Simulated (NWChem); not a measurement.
System: C2H6AlFO; SMILES CC[O][AlH][F]

The following NWChem deck was run.

```
start job
memory heap 200 mb stack 900 mb global 1100 mb
geometry units angstroms noautosym nocenter noautoz
  Al    -0.541762    -1.156757     0.051091
  H     -1.646777    -2.068445    -0.578455
  F      0.351442    -1.707149     1.343109
  O     -0.248916     0.373425    -0.583153
  C      0.524606     1.521730    -0.401368
  C     -0.287221     2.642395     0.215178
  H      1.407680     1.309206     0.230903
  H      0.911130     1.843464    -1.385526
  H     -0.650188     2.358624     1.215685
  H      0.319679     3.555223     0.318153
  H     -1.161108     2.876183    -0.411600
end
basis spherical
  * library 6-311g**
end
dft
  xc pbe0
  iterations 150
end
tddft
  cis
  ecut -23.0
  nroots 6
  notriplet
end
task tddft energy
```

Geometry: optimised at PBE0/def2-SVP.

Core excitations by TDA in a window of 1s orbitals, non-relativistic and unshifted: absolute energies depend strongly on the exact-exchange share.

Q: Predict the main results of this run. (PBE0/6-311G** (spherical d), restricted-window TDA.) Quantities: first 1s excitation (eV); dipole oscillator strength of the first; first state with f > 0.002 (eV); dipole oscillator strength of that state.

A: first 1s excitation (eV): 670.3
dipole oscillator strength of the first: 0.0075
first state with f > 0.002 (eV): 670.3
dipole oscillator strength of that state: 0.0075
